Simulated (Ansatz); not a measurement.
Program: Ansatz. Geometries: PBE0-D4/def2-TZVP. ΔE: electronic, gas phase. CBS: MP2 limit from def2 TZ/QZ plus the TZ coupled-cluster correction, frozen cores. Functionals use def2-TZVPP. B3LYP here is the variant with VWN-RPA as its local correlation; programs differ in this. One conformer a species, not always the lowest.

Consider the formal exchange of groups at a C–O bond: `CNCOC` + `[SiH3]N1BC1` → `CB1CN1[SiH3]` + `CNCO`.

(1) Is it downhill or uphill in electronic energy at CCSD(T)/CBS, and by how much? (An estimate is asked.)

(2) What do these levels give: PBE-D4, B3LYP-D4, HF/def2-TZVPP, CCSD/def2-TZVPP, HF/def2-QZVPP, HF/CBS(def2)? (Estimate.)

Largest T1 diagnostic among the species: 0.013.

## Answers

(1) Ansatz gave: Downhill: ΔE = -0.93 eV.

(2) Computed: PBE-D4 -0.93, B3LYP-D4 -0.88, HF/def2-TZVPP -0.89, CCSD/def2-TZVPP -0.92, HF/def2-QZVPP -0.89, HF/CBS(def2) -0.89 eV.
